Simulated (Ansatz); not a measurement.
Steps of a relaxation of C2H7InSi (`[InH2][CH]1C[SiH2]1`) with RKS PBE-D4/def2-SVP.

```sh
$ ansatz run in.yaml --threads 4 --pin off --events-out ev --progress --plain --max-ram 10444MiB
```

```yaml
crystal:
  periodic: [false, false, false]
  atoms:
    - {symbol: In, position_ang: [-0.794600, 1.958900, -0.257000]}
    - {symbol: C, position_ang: [0.223600, 0.278700, -0.468100]}
    - {symbol: C, position_ang: [0.963100, -0.972700, -0.625100]}
    - {symbol: Si, position_ang: [0.036100, -0.921800, 0.959800]}
    - {symbol: H, position_ang: [-1.626800, 0.546000, -1.745300]}
    - {symbol: H, position_ang: [-1.517100, 2.182300, 1.012300]}
    - {symbol: H, position_ang: [0.917300, 1.106300, -0.121700]}
    - {symbol: H, position_ang: [2.129300, -0.844100, -0.469700]}
    - {symbol: H, position_ang: [0.606900, -1.622400, -1.365100]}
    - {symbol: H, position_ang: [0.556600, -0.337700, 2.194900]}
    - {symbol: H, position_ang: [-1.429100, -1.430500, 0.905700]}
basis:
  gaussian: {orbitals: def2-SVP}
hamiltonian: {xc: pbe, dispersion: d4}
relax: {f_tol: 0.03, max_steps: 200}
```

Positions (Å) and forces (eV/Å) along the path, 12 of 13 steps:

```xyz
11
step=1 energy=-15220.7332 eV
In   -0.795    1.959   -0.257   -2.394   -0.455   -6.088
C     0.224    0.279   -0.468    2.620   -0.412    0.919
C     0.963   -0.973   -0.625    3.347    1.498    0.826
Si    0.036   -0.922    0.960   -1.787   -0.652    0.658
H    -1.627    0.546   -1.745   -0.730    1.755   -0.022
H    -1.517    2.182    1.012   -1.797    1.389    4.321
H     0.917    1.106   -0.122    1.877   -0.674    0.757
H     2.129   -0.844   -0.470   -1.858   -0.759   -0.591
H     0.607   -1.622   -1.365   -0.372   -1.713   -1.665
H     0.557   -0.338    2.195    0.361   -0.117    0.575
H    -1.429   -1.431    0.906    0.734    0.139    0.311
11
step=2 energy=-15222.8276 eV
In   -0.925    1.921   -0.397   -2.913   -1.686   -3.083
C     0.289    0.282   -0.446    2.499    1.347    1.260
C     1.001   -0.980   -0.616    1.597    0.365   -0.272
Si    0.022   -0.931    0.968   -1.147    0.057    0.297
H    -1.670    0.634   -1.755   -0.863    1.731    0.100
H    -1.537    2.231    1.081   -0.147    0.961    1.244
H     0.990    1.092   -0.082    1.111   -1.013    0.748
H     2.121   -0.875   -0.482   -0.736   -0.666   -0.382
H     0.624   -1.647   -1.384    0.013   -0.808   -0.554
H     0.566   -0.353    2.213    0.187   -0.253    0.394
H    -1.415   -1.431    0.920    0.398   -0.035    0.248
11
step=4 energy=-15225.2566 eV
In   -1.200    1.698   -0.544   -0.355   -0.986    0.294
C     0.475    0.365   -0.370    0.003    1.206    0.141
C     1.055   -0.967   -0.626   -0.164   -0.303   -0.087
Si    0.001   -0.895    0.967    0.199    0.241    0.072
H    -1.885    0.796   -1.828   -0.923    0.366   -0.478
H    -1.518    2.345    1.071    0.077    0.284   -0.620
H     1.184    1.070    0.069    0.743   -0.063    0.563
H     2.145   -0.978   -0.509    0.270   -0.501   -0.135
H     0.626   -1.646   -1.396    0.159    0.169    0.055
H     0.575   -0.411    2.256   -0.013   -0.386    0.160
H    -1.394   -1.435    0.933    0.003   -0.029    0.034
11
step=5 energy=-15225.8025 eV
In   -1.263    1.576   -0.543    0.041   -0.615    0.011
C     0.545    0.418   -0.329   -0.119    0.722    0.033
C     1.065   -0.953   -0.622    0.111   -0.147    0.200
Si    0.025   -0.877    0.977    0.235    0.087    0.053
H    -2.057    0.853   -1.900   -0.482    0.262   -0.059
H    -1.536    2.409    0.975   -0.043    0.164   -0.434
H     1.288    1.075    0.152    0.229   -0.095    0.218
H     2.161   -1.053   -0.517   -0.063   -0.273   -0.108
H     0.615   -1.595   -1.408    0.045    0.207    0.007
H     0.595   -0.489    2.301    0.007   -0.353    0.081
H    -1.373   -1.420    0.935    0.040    0.043   -0.002
11
step=6 energy=-15226.0938 eV
In   -1.285    1.482   -0.583    0.138   -0.178   -0.096
C     0.594    0.459   -0.279   -0.226    0.067    0.114
C     1.077   -0.937   -0.601    0.117   -0.107    0.139
Si    0.069   -0.879    1.005    0.129    0.087    0.043
H    -2.241    0.921   -1.931   -0.113    0.093    0.136
H    -1.587    2.498    0.806   -0.065    0.090   -0.238
H     1.351    1.082    0.229    0.055    0.074    0.044
H     2.166   -1.115   -0.524   -0.075   -0.048   -0.049
H     0.604   -1.517   -1.418   -0.001    0.141    0.017
H     0.657   -0.657    2.367   -0.012   -0.248   -0.122
H    -1.340   -1.394    0.948    0.054    0.028    0.013
11
step=7 energy=-15226.1915 eV
In   -1.266    1.461   -0.633    0.042    0.008    0.045
C     0.594    0.469   -0.226   -0.135    0.063    0.152
C     1.083   -0.916   -0.587    0.028   -0.158    0.099
Si    0.082   -0.900    1.019    0.050    0.018   -0.031
H    -2.335    0.885   -1.874   -0.052    0.006    0.014
H    -1.559    2.611    0.644   -0.073    0.117   -0.130
H     1.334    1.106    0.292    0.060    0.061   -0.054
H     2.171   -1.099   -0.530   -0.008   -0.050   -0.017
H     0.599   -1.453   -1.425    0.039    0.086   -0.005
H     0.697   -0.828    2.381    0.017   -0.117   -0.083
H    -1.332   -1.394    0.958    0.032   -0.033    0.010
11
step=8 energy=-15226.2448 eV
In   -1.260    1.471   -0.638   -0.043    0.141    0.065
C     0.584    0.471   -0.182    0.052    0.036    0.172
C     1.083   -0.913   -0.570   -0.085   -0.095   -0.018
Si    0.091   -0.926    1.032    0.079   -0.006    0.033
H    -2.374    0.876   -1.838    0.001   -0.026    0.020
H    -1.594    2.754    0.514    0.008   -0.028   -0.160
H     1.337    1.126    0.301   -0.043   -0.002   -0.027
H     2.171   -1.103   -0.522   -0.021    0.031    0.001
H     0.600   -1.412   -1.430    0.044    0.019   -0.006
H     0.740   -0.954    2.381   -0.006   -0.064   -0.093
H    -1.313   -1.448    0.971    0.015   -0.006    0.014
11
step=9 energy=-15226.2785 eV
In   -1.250    1.479   -0.653   -0.041    0.145    0.109
C     0.570    0.478   -0.111   -0.059    0.001    0.019
C     1.065   -0.892   -0.569    0.015   -0.041    0.049
Si    0.102   -0.964    1.044    0.004   -0.039   -0.014
H    -2.386    0.807   -1.790    0.022   -0.028   -0.007
H    -1.572    2.874    0.357   -0.015   -0.005   -0.101
H     1.317    1.133    0.374    0.044    0.015   -0.051
H     2.154   -1.071   -0.541    0.011   -0.012    0.012
H     0.582   -1.352   -1.450    0.015    0.037   -0.016
H     0.789   -1.080    2.366    0.013   -0.032   -0.027
H    -1.306   -1.469    0.995   -0.009   -0.039    0.028
11
step=10 energy=-15226.2993 eV
In   -1.250    1.511   -0.639   -0.014    0.122    0.051
C     0.550    0.480   -0.063   -0.051   -0.045    0.077
C     1.049   -0.879   -0.563   -0.055   -0.021   -0.017
Si    0.108   -1.004    1.057    0.062    0.038   -0.032
H    -2.366    0.768   -1.759    0.011   -0.015    0.014
H    -1.593    3.007    0.218    0.028   -0.104   -0.087
H     1.312    1.136    0.395    0.015    0.001    0.016
H     2.140   -1.052   -0.544    0.002    0.009    0.011
H     0.572   -1.306   -1.464    0.010    0.017    0.010
H     0.837   -1.192    2.351   -0.009    0.004   -0.050
H    -1.294   -1.527    1.032    0.000   -0.005    0.006
11
step=11 energy=-15226.3066 eV
In   -1.241    1.530   -0.639   -0.027    0.102    0.042
C     0.535    0.484   -0.008   -0.040   -0.013    0.025
C     1.029   -0.861   -0.563   -0.013   -0.026   -0.034
Si    0.115   -1.035    1.063    0.034    0.005    0.016
H    -2.352    0.720   -1.722    0.025    0.004    0.019
H    -1.587    3.092    0.087    0.032   -0.116   -0.059
H     1.305    1.131    0.450    0.001    0.000    0.007
H     2.120   -1.030   -0.555    0.001    0.007   -0.004
H     0.549   -1.252   -1.479    0.012    0.020    0.040
H     0.879   -1.272    2.330   -0.028    0.017   -0.060
H    -1.286   -1.562    1.056    0.001    0.002    0.007
11
step=12 energy=-15226.3032 eV rejected
In   -1.229    1.537   -0.642   -0.086   -0.039   -0.040
C     0.515    0.479    0.018    0.097    0.042   -0.054
C     1.020   -0.852   -0.565    0.169    0.099    0.237
Si    0.114   -1.050    1.060   -0.045   -0.049   -0.038
H    -2.334    0.700   -1.703   -0.007   -0.006   -0.024
H    -1.559    3.099    0.034   -0.023    0.110    0.033
H     1.282    1.121    0.487    0.028    0.007   -0.009
H     2.117   -0.998   -0.578   -0.071   -0.038    0.017
H     0.533   -1.235   -1.468   -0.117   -0.065   -0.263
H     0.892   -1.286    2.303    0.075   -0.024    0.155
H    -1.286   -1.572    1.075   -0.020   -0.036   -0.014
11
step=13 energy=-15226.3085 eV
In   -1.238    1.536   -0.635    0.019   -0.002    0.006
C     0.529    0.485    0.007   -0.008   -0.015   -0.018
C     1.021   -0.856   -0.564    0.002    0.022    0.004
Si    0.115   -1.042    1.063    0.003    0.001    0.006
H    -2.329    0.702   -1.716   -0.007   -0.004   -0.005
H    -1.585    3.096    0.062    0.001    0.000   -0.004
H     1.305    1.126    0.465   -0.005   -0.001    0.008
H     2.113   -1.022   -0.568    0.000   -0.004    0.003
H     0.535   -1.237   -1.480   -0.006    0.006    0.001
H     0.885   -1.279    2.322   -0.001   -0.004   -0.005
H    -1.286   -1.567    1.064    0.002   -0.001    0.005
```

It took 31 s on 4 threads of an Arm Neoverse N1 on a shared host, with 0.17 GiB of host memory at the peak.
